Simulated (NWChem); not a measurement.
Species: C₂H₆ClFSi; SMILES F[SiH](CC)Cl

```xyz
11

Si     0.5712     0.1512    -0.4861
F      1.7233     0.0673     0.6757
Cl    -0.8049     1.5881     0.1124
C     -0.2787    -1.5078    -0.6342
C     -0.9661    -1.9811     0.6543
H      1.2312     0.6209    -1.7439
H     -1.0062    -1.4269    -1.4722
H      0.4929    -2.2361    -0.9705
H     -1.7343    -1.2539     0.9860
H     -1.4649    -2.9606     0.5122
H     -0.2356    -2.0911     1.4809
```
Atoms are numbered in this order, from 1.

Results from NWChem. Pople sets run with spherical d functions. All runs use the structure optimised with PBE-D3(BJ)/def2-SVP. B3LYP is NWChem's, with the RPA form of VWN correlation. Level: B3LYP/6-31G* with SMD (1 M gas to 1 M solution), gas-phase geometry. Reactions with the solvent are ignored.

```tsv
solvent	dielectric constant	solvation free energy (kcal/mol)	cavity-dispersion-structure term (kcal/mol)	dipole in solution (D)
water	78.4	0.0	3.2	3.11
1-octanol	9.86	-3.8	-0.9	3.04
acetone	20.5	-4.3	-1.2	3.08
diethyl ether	4.24	-4.2	-1.8	2.94
benzene	2.27	-3.7	-2.0	2.79
anisole	4.22	-3.6	-1.1	2.94
dimethyl sulfoxide	46.8	-2.9	0.4	3.11
```
